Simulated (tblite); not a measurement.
Compound: C₄H₉NSi.
Z-matrix (Å and degrees, GFN2-xTB geometry), rows numbered from 1:
```
N 
C   1  1.2529
C   2  1.4985  1  128.90
C   3  1.5139  2  110.72  1   125.93
C   4  1.5362  3  117.39  2   159.85
Si  5  1.8823  4   66.21  3  -114.89
H   1  1.0209  2  114.79  3     0.56
H   2  1.0883  1  116.37  3   179.03
H   3  1.0965  2  110.01  1     3.34
H   3  1.0941  2  108.13  1  -114.51
H   4  1.0856  3  111.66  2   -65.43
H   5  1.0812  4  116.04  6  -113.87
H   5  1.0817  4  115.50  6   113.30
H   6  1.4499  4  118.52  5   104.10
H   6  1.4517  4  117.55  5  -103.68
```

All values are computed: GFN2-xTB (tblite) harmonic vibrations without scaling, gas phase. Errors from tens to a few hundred cm⁻¹ against measured bands are possible. Modes of hydrogen on silicon can be 10 to 20 % off. One conformer, not necessarily the lowest.

Harmonic wavenumbers (cm⁻¹): 61.8, 63.8, 177.9, 253.5, 377.4, 419.2, 460.5, 492.8, 538.7, 670.0, 713.9, 729.3, 733.6, 752.9, 900.7, 916.7, 989.8, 1032.1, 1049.1, 1074.0, 1089.2, 1148.3, 1167.1, 1212.5, 1282.2, 1319.9, 1343.0, 1442.3, 1462.8, 1748.9, 2360.4, 2378.3, 2921.1, 2947.4, 2985.3, 3012.2, 3056.2, 3066.9, 3296.4.

A = 7052, B = 1441, C = 1282 MHz; mass 99.050 u (most abundant isotopes); point group C1, symmetry number 1.

Q: Zero-point energy?

A: ½Σν̃ = 25824 cm⁻¹ = 308.93 kJ/mol.

Q: What is S at 298.15 K and 1 bar for an ideal gas of classical rigid rotors and harmonic oscillators?

A: Translation 166.17, rotation 115.49, vibration 79.83: S = 361.5 J/(mol K).

Q: And Cp and H(298.15 K) − H(0)?

A: Cp = 126.06 J/(mol K), of which vibrations give 92.80 (their classical limit is 39 R = 324.3); H(298.15 K) − H(0) = 22.75 kJ/mol without the zero-point energy, 12.83 from vibrations.

Q: How do the functions run with temperature in this model?

A: 
```tsv
T (K)	S (J/(mol K))	Cp (J/(mol K))	H − H(0) (kJ/mol)	G − H(0) (kJ/mol)	ln q(vib)
150	295.1	74.2	8.00	-36.27	1.96
250	340.9	108.7	17.09	-68.12	3.60
400	403.4	160.2	37.36	-124.00	6.23
600	478.6	210.7	74.79	-212.37	9.90
900	573.9	258.5	145.77	-370.72	15.25
```

q(vib) and H(0) count from the zero-point level.

Q: Which modes carry the vibrational entropy at 298.15 K?

A: 61.8 cm⁻¹: 18.40; 63.8 cm⁻¹: 18.14; 177.9 cm⁻¹: 9.83; 253.5 cm⁻¹: 7.14; 377.4 cm⁻¹: 4.39; 419.2 cm⁻¹: 3.74 J/(mol K); the other 33 give 18.17 together.

Q: What must be added to the electronic energy to get the Gibbs energy at 298.15 K and 1 bar?

A: ZPE + [H(298.15 K) − H(0)] − T·S = 308.93 + 22.75 − 107.78 = 223.90 kJ/mol.

Q: Blend soft modes into free rotors: weight 1/[1 + (100 cm⁻¹/ν̃)⁴] for the oscillator and the rest for a rotor with moment μB/(μ + B), μ = h/(8π²ν), B = 10⁻⁴⁴ kg m². What vibrational entropy results?

A: 72.25 J/(mol K) in place of 79.83, which changes −T·S at 298.15 K by +2.26 kJ/mol.

Hindered rotation and anharmonicity are outside this model. Other conformers, if any are populated, would add a mixing term that is left out. The structure is chiral; the term R ln 2 for an equal mix with its mirror image is left out.
